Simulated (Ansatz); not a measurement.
`CB(S)S` + `[OH][GeH2][O][SiH3]` → `CB(S)O[SiH3]` + `[OH][GeH2][SH]`  (redistribution)

Program: Ansatz. Geometries: PBE0-D4/def2-TZVP. ΔE: electronic, gas phase. CCSD(T)/CBS is the MP2 limit (def2-TZVPP, def2-QZVPP) plus CCSD(T) − MP2 in def2-TZVPP, frozen cores. This one scheme is used for every species. DFT in def2-TZVPP. B3LYP here is the variant with VWN-RPA as its local correlation; programs differ in this. For Ge outer-core shells are correlated without core-valence functions, which leaves a few kJ/mol of doubt a bond. Scalar relativity is left out up to krypton. One conformer a species, not always the lowest.

Q: Is it downhill or uphill in electronic energy at CCSD(T)/CBS, and by how much? (An estimate is asked.)

A: Computed: Downhill: ΔE = -0.46 eV.

Q: What do these levels give: PBE-D4, PBE0-D4, B3LYP-D4, B2PLYP, r2SCAN, PBE0, B3LYP, HF/def2-TZVPP, SCS-MP2/def2-TZVPP, CCSD(T)/def2-TZVPP, HF/CBS(def2), MP2/CBS(def2)? (Best estimate.)

A: Computed: PBE-D4 -0.50, PBE0-D4 -0.51, B3LYP-D4 -0.52, B2PLYP -0.47, r2SCAN -0.48, PBE0 -0.51, B3LYP -0.53, HF/def2-TZVPP -0.51, SCS-MP2/def2-TZVPP -0.40, CCSD(T)/def2-TZVPP -0.44, HF/CBS(def2) -0.52, MP2/CBS(def2) -0.42 eV.

Largest T1 diagnostic among the species: 0.013.

In def2-TZVPP, CCSD(T) changes the Hartree–Fock value by +0.08 eV (the triples alone add +0.02 eV) and MP2 by +0.12 eV.
